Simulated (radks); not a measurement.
The numbers below are computed, except where a source is named.
Question: Isoelectronic series with 58 electrons, each ion in its NIST ground configuration. Level of theory: scalar-relativistic Kohn-Sham, PBE, spin-unpolarised, spherical densities, point nucleus (a radial shooting solver on a logarithmic mesh with Libxc functionals). Total energies (hartree) and orbital eigenvalues (eV) (* marks an orbital that is empty in some or all of the ions):

ion,configuration,E (hartree),4f,5p*,5s*,4d
Ce,[Xe] 4f1 5d1 6s2,-8860.4565,-5.3815,-23.2252,-40.5901,-110.4847
Nd2+,[Xe] 4f4,-9623.3749,-14.5746,-34.9822,-53.4301,-129.5049
Sm4+,[Xe] 4f4,-10424.1675,-51.8604,-64.9136,-87.0979,-180.8002
Gd6+,[Kr] 4d10 4f6 5s2 5p4,-11262.0915,-86.9659,-96.8615,-122.1927,-227.9541
Dy8+,[Kr] 4d10 4f8 5s2 5p2,-12139.2818,-126.2455,-132.4176,-161.1578,-279.6805
Er10+,[Kr] 4d10 4f10 5s2,-13056.5811,-169.5513,-171.4045,-203.8349,-335.8868
Yb12+,[Kr] 4d10 4f10 5s2,-14014.2857,-233.5832,-220.5787,-258.0962,-414.6244
Hf14+,[Kr] 4d10 4f11 5s1,-15011.7172,-297.1013,-271.8587,-314.3833,-492.5020
W16+,[Kr] 4d10 4f11 5s1,-16051.1328,-375.7337,-330.8792,-379.3411,-586.1057
Os18+,[Kr] 4d10 4f12,-17132.6195,-451.1920,-391.0459,-445.3904,-676.5257

Estimate the row of Pt20+ ([Kr] 4d10 4f12).

Answer: E (hartree) -18256.9400; 4f -543.6941; 5p* -459.6865; 5s* -520.9908; 4d -784.3552.
